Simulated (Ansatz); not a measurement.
Species: Si2H (charge -1, singlet). It need not be the lowest isomer of its formula. Whether it binds its extra electron was not tested at this geometry. 
Geometry from a B3LYP-D3(BJ)/def2-TZVP (Ansatz, a first-principles code) optimisation:
SMILES: [Si-]#[SiH]
```xyz
3

Si     0.0000     0.0000    -1.1290
Si     0.0000     0.0000     0.9534
H      0.0000     0.0000     2.4583
```
Charge -1, spin multiplicity 1.

Basis-set convergence of Hartree-Fock and CCSD correlation energies (hartree) with Ansatz. Valence correlation only, unless marked. No spin-orbit coupling. Non-relativistic. This anion needs diffuse functions, which these sets lack.

The Hartree-Fock reference is unstable (checked in the largest basis), which strains HF and MP2. 

| basis | functions | E(HF) | E(corr, CCSD) |
|---|---|---|---|
| cc-pV(D+d)Z | 51 | -578.35500 | -0.22485 |
| cc-pV(T+d)Z | 92 | -578.37391 | -0.26529 |
| cc-pV(Q+d)Z | 158 | -578.38375 | -0.27612 |
| cc-pV(5+d)Z | 255 | ___ | ___ |

Task: Some entries are withheld; supply them.

Result: 
- cc-pV(5+d)Z, E(HF): -578.38523
- cc-pV(5+d)Z, E(corr, CCSD): -0.28007
